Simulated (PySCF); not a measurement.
## Correlation energy of Lu⁺ (lutetium, charge +1)

[Xe] 4f14 6s1 6p1, high-spin 3P determinant (an excited configuration). All numbers are calculated (PySCF 2.14, the spin-free X2C one-electron Hamiltonian (Gaussian nucleus), in x2c-TZVPPall (11s7p7d2f2g, 99 functions)). Frozen: [Kr] 4d10; 24 electrons correlated.

```json
{"level": "CCSD", "correlation energy (mhartree)": "-676.25"}
{"level": "(T)", "correlation energy (mhartree)": "-20.41"}
{"level": "CCSD(T)", "correlation energy (mhartree)": "-696.66"}
```

Diagnostics: T1 = 0.014, D1 = 0.0775, largest double amplitude 0.055.

Is a single reference adequate?

Yes, within this model without spin-orbit coupling: T1 lies below 0.03 and no double amplitude reaches 0.07.

The basis was made for the ground configuration and has no added diffuse functions, which can raise the energy of the promoted electron.
